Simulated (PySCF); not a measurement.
bromine (Br2), SMILES BrBr. Geometry: PBE-D3(BJ)/def2-TZVP.

Method: PBE-D3(BJ)/def2-TZVP run with PySCF 2.14.0.

Harmonic wavenumbers (cm⁻¹): 313. Rotational constants (GHz): 2.368 (linear); symmetry number 2.

**Question.** Work out the zero-point energy and the ideal-gas rigid-rotor harmonic-oscillator thermochemistry at 298.15 K and 1 atm.

**Answer.** ZPE = ½ Σ hcν = ½ × 313 cm⁻¹ = 1.87 kJ/mol. H − E(el) = 11.61 kJ/mol. Entropy in J/(mol K): translation 172.03, rotation 68.00, vibration 5.64, total 245.67. G − E(el) = -61.64 kJ/mol. Cp = 36.00 J/(mol K).
